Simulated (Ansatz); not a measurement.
Two structures of SiNH4Cl2F, closed shell, reached by relaxing down either side of one saddle point (PBE0-D4/def2-TZVP). Energies are electronic, without zero-point energy. Ansatz 0.2.0; basis: def2-TZVPP and def2-QZVPP; cores frozen in the correlated methods. Extrapolation: Hartree–Fock as exp(−7.88 √X), correlation as X^−2.97. First:

```
9
angstrom
Si -0.2998 0.5064 -0.7316
F 0.7684 1.6074 -0.2235
Cl 0.3835 -1.1489 -1.8261
Cl -2.1487 0.3513 0.2493
H -0.8019 1.2675 -1.8947
H 1.4284 -0.6710 0.7910
N 0.4307 -0.5172 0.8991
H -0.0297 -1.4162 0.9916
H 0.2692 0.0209 1.7448
```

Second:

```
9
angstrom
Si -0.8768 0.0463 -0.5837
F 2.5448 0.8642 0.1425
Cl -0.2501 -1.1439 -2.1034
Cl -2.8293 -0.3879 -0.1607
H -0.8020 1.4671 -0.9510
H 1.7267 0.4339 0.3510
N 0.1793 -0.2594 0.7476
H 0.3636 -1.2355 0.9461
H -0.0563 0.2152 1.6115
```

(1) Which bonds change from the first to the second?

(2) Give the saddle point's structure and its height above each. (To be estimated.)

The T1 diagnostic stays at or below 0.011.

Results:

(1) SiHCl₂F ([F][SiH]([Cl])[Cl]) + NH₃ → SiNH₃Cl₂ ([NH2][SiH]([Cl])[Cl]) + HF; bonds formed: F2–H6; dative contacts that become bonds: Si1–N7; bonds broken: Si1–F2, H6–N7.

(2) Computed: 136.3 kJ/mol above the first and 73.3 kJ/mol above the second (CCSD(T) at an estimated basis limit (MP2 extrapolated from triple and quadruple zeta, plus CCSD(T) − MP2 in triple zeta)).
```tsv
atom	x (Å)	y (Å)	z (Å)
Si1	-0.4420	0.2169	-0.6089
F2	1.6079	0.7730	-0.5153
Cl3	0.0554	-1.0736	-2.0989
Cl4	-2.4440	-0.2792	-0.2368
H5	-0.5732	1.6504	-0.8671
H6	1.3060	0.2136	0.4756
N7	0.2975	-0.3090	0.9685
H8	0.3050	-1.3148	1.0945
H9	-0.1125	0.1228	1.7883
```

The step is the kind of exchange with an N–H group that builds nitride films in atomic layer and chemical vapour deposition.

Labels in which every atom is bracketed show which atoms are joined, not bond orders.

For scale, one of the runs: CCSD(T)/def2-TZVPP, 244 basis functions, launched by `ansatz run in.yaml --threads 8 --pin off --events-out ev --progress --plain --max-ram 19148MiB`. The run took 52 s on 8 CPU threads of an Intel Xeon Platinum 8375C (shared host), with 4.7 GiB of host memory at its peak.
